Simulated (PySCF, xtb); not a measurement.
Si(F)2(I)(OH) (F₂HIOSi), SMILES O[Si](F)(F)I.

GFN2-xTB in xtb at its own geometry gives an orbital gap of 6.66 eV and a dipole moment of 5.10 D.

Geometry optimised at PBE0-D3(BJ)/def2-SVP. This is a generated structure with no PubChem entry under its InChIKey; it may be hypothetical. The def2 effective core potentials stand for the cores of I; spin–orbit coupling is left out. Other conformers were not sampled.

**Question.** What does PBE/def2-TZVP (PySCF) give? (The exact figures need the calculation; the answer reports its results.)

**Answer.** gap 5.56 eV (levels -7.11 and -1.55 eV), dipole 1.28 D.
